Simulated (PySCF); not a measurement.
## How methods differ on the excitation energy of Ge⁺

Ge⁺ [Ar] 3d10 4s2 4p1 (2P) → Ge⁺ [Ar] 3d10 4s1 4p1 5s1 (4P), as a difference of total energies. All numbers are calculated (PySCF 2.14, the non-relativistic Hamiltonian (point nucleus), in dyall-av2z (16s12p8d, 92 functions)). Correlated levels: valence: [Ar] 3d10 frozen; virtual orbitals above 40 to 60 times the deepest correlated orbital energy dropped. The calculations carry no spin-orbit coupling.

```tsv
method	excitation energy (eV)
UHF	13.262
LDA	15.277
PBE	14.959
PBE0	14.725
r2SCAN	14.799
BP86	15.064
B2PLYP	14.829
PBEsol	14.924
LC-wPBE	14.843
MP2 (valence)	13.998
SCS-MP2 (valence)	14.250
```

Problem. How much does correlation contribute at MP2 (valence)?

Solution. 13.998 − (13.262) = 0.736 eV, measured against UHF.

A first-order spin-orbit estimate (lowest level to lowest level, LS coupling) adds -0.008 eV.

The promoted electron is Rydberg-like, and one or two diffuse shells describe it only roughly, which tends to raise the upper state.
